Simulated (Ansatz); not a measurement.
The C2–H6 bond of CH6Ge (SMILES [CH3][GeH3]) is stretched (multiplicity 1, the rest rigid).
Geometry at rest (charge 0, multiplicity 1):
```
atom    x (Å)    y (Å)    z (Å)
----  -------  -------  -------
Ge    -0.3884   0.0464  -0.0085
C      1.5631  -0.1868   0.0343
H     -1.0136  -0.8660  -1.0809
H     -0.7462   1.5081  -0.3384
H     -1.0010  -0.3122   1.3588
H      1.8133  -1.2212   0.2678
H      2.0026   0.4595   0.7934
H      1.9937   0.0675  -0.9337
```

Correlated levels freeze the cores. Filled d and f shells under p-block atoms count as core.

The values were computed with Ansatz (an electronic-structure program) with Gaussian orbitals. 

Energies above the point at 1.090 Å (the B3LYP-D3(BJ) bond length), FIC-MRCISD+Q on CASSCF(2,2)/cc-pVTZ (kcal/mol): 5.73 at 0.981 Å; 3.70 at 1.199 Å; 114.22 at 3.487 Å.

### Question
Take the last value as the depth D of a Morse curve D(1 − e^(−a(R − R₀)))², fit a and R₀ to the two near points, and test it at 1.471 and 1.907 Å.

### Answer

With D = 114.2, both near points (counted from the curve's value at 1.090 Å) are met by a = 1.84 Å⁻¹ and R₀ = 1.091 Å, so k = 2Da² = 772 kcal/(mol Å²). The curve then gives 28.9 and 68.9 kcal/mol; the level itself gives 28.9 and 71.3, so Morse is off by 0.0 and -2.4.
